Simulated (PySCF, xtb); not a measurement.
B(GeH3)(H)(OH) (BGeH5O), SMILES O[BH][GeH3].

GFN2-xTB run with xtb 6.7.1 at its own geometry gives an orbital gap of 4.18 eV and a dipole moment of 1.90 D.

Coordinates come from a PBE0-D3(BJ)/def2-SVP optimisation. One conformer was computed; it need not be the lowest.

Task: What does PySCF with B3LYP/def2-TZVPD give? (Estimate from the structure and the level; the computed values follow.)

Result: gap 6.34 eV (levels -7.65 and -1.31 eV), dipole 1.07 D.
